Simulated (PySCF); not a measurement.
A calculated (PBE0, PySCF 2.14, x2c-QZVPPall, scalar relativity by spin-free X2C-1e) atom or ion has these occupied shells.

```tsv
shell	electrons	orbital energy (eV)	rms radius, mean of both spins (bohr)
1s α	1	-45.177	0.878
```

Problem. Name the element and its charge.

Solution. He+ (helium, charge +1), in 1s1, 2S determinant.
